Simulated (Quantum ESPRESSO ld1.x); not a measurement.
Values are calculated unless marked as measured or tabulated.
Task: These are the eigenvalues of the occupied orbitals of an atom or ion with whole-number occupations (eV). Level of theory: scalar-relativistic Kohn-Sham, LDA (Slater exchange, Perdew-Zunger correlation), spin-polarised, spherical densities, point nucleus (ld1.x of Quantum ESPRESSO 7.5).

1s: -9507.23
2s: -1156.18
2p: -1003.46
3s: -128.625
3p: -83.2607
3d: -10.4220
4s: -6.2257

Which element is it, and in what charge state? The configuration may be excited. Open shells, if any, are filled with parallel spins first.

Result: Z = 30, zinc, charge 0: Zn in [Ar] 3d10 4s2. The list shows which subshells hold electrons but not how many an open one holds; the 1s level, -349.38 hartree, gives Z - s = 26.4 by -(Z - s)^2/2, which with screening and relativity narrows Z to a few neighbours, and the depths of the outer levels then fix element, charge and occupations together.
